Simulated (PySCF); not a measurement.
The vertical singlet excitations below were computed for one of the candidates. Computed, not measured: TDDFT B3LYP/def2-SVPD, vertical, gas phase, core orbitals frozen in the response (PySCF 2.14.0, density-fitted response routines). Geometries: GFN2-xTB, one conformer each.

| state | E (eV) | λ (nm) | f |
| --- | --- | --- | --- |
| S1 | 3.79 | 326.9 | 0.044 |
| S2 | 4.16 | 298.4 | 0.159 |
| S3 | 4.56 | 272.1 | 0.015 |
| S4 | 4.73 | 262.3 | 0.0027 |
| S5 | 5.12 | 242.3 | 0.0080 |
| S6 | 5.34 | 232.1 | 0.0045 |
| S7 | 5.46 | 227.0 | 0.046 |
| S8 | 5.52 | 224.5 | 0.040 |

Question: Which candidate is it?
A. `CC(C)[C@@H](C)C#N`
B. `CN(C)/C([SiH3])=P/P`
C. `C=CN(C)[SiH](P)P`

Answer: B. Its S1, at 3.79 eV, is the lowest among the candidates; the nearest of the others has S1 at 4.72 eV. S1 is HOMO-1→LUMO (59%), HOMO→LUMO (39%). Löwdin shares by element: HOMO phosphorus 48%, nitrogen 20%, carbon 15% or more (atoms not listed hold the other 17%); LUMO carbon 30% or more, phosphorus 27% or more, nitrogen 15%, silicon 9% (atoms not listed hold the other 20%). At the same level the other candidates give, for their lowest levels:
- `C=CN(C)[SiH](P)P`: 4.72 eV (f 0.019); 5.02 eV (f 0.025); 5.26 eV (f 0.022); 5.43 eV (f 0.027); 5.63 eV (f 0.019); T1 4.19 eV; HOMO -5.88, LUMO -0.36 eV
- `CC(C)[C@@H](C)C#N`: 7.74 eV (f 0.002); 7.95 eV (f 0.009); 7.99 eV (f 0.007); 8.41 eV (f 0.022); 8.48 eV (f 0.002); T1 6.53 eV; HOMO -8.90, LUMO 0.04 eV

Shape of the structure used: `[CH3:1][N:2]([CH3:3])/[C:4]([SiH3:5])=[P:6]/[PH2:7]`: C1–N2–C4–Si5 169°, H–P7–P6–C4 155°, H–P7–P6–C4 -113°.
Triplets come from the Tamm–Dancoff approximation.
